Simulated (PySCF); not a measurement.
## C⁺ (carbon, charge +1) across methods

[He] 2s2 2p1, 2P determinant. All numbers are calculated (PySCF 2.14, the spin-free X2C one-electron Hamiltonian (Gaussian nucleus), in aug-cc-pVTZ-DK).

```csv
method,E (hartree),mean ε 2s α (eV),mean ε 2s β (eV),mean ε 2p α (eV),Σ⟨r²⟩ (bohr²),⟨S²⟩
PBE,-37.3871,-26.182,-24.719,-17.941,8.091,0.752
r2SCAN,-37.4189,-26.664,-24.909,-18.624,8.054,0.755
B97-3,-37.4409,-28.272,-26.379,-19.837,7.996,0.752
BLYP,-37.4430,-26.016,-24.597,-17.946,8.092,0.752
MN15,-37.4151,-28.633,-26.968,-20.220,8.088,0.751
LC-wPBE,-37.4081,-31.353,-29.441,-22.913,8.062,0.753
LDA,-37.0530,-26.123,-24.608,-17.792,8.156,0.751
UHF,-37.31007,-33.326,-29.612,-24.854,8.072,0.757
```

(1) Estimate the same row for PBE0.

Results:

(1) E (hartree) = -37.3972; mean ε 2s α (eV) = -28.159; mean ε 2s β (eV) = -26.253; mean ε 2p α (eV) = -19.780; Σ⟨r²⟩ (bohr²) = 8.059; ⟨S²⟩ = 0.753.
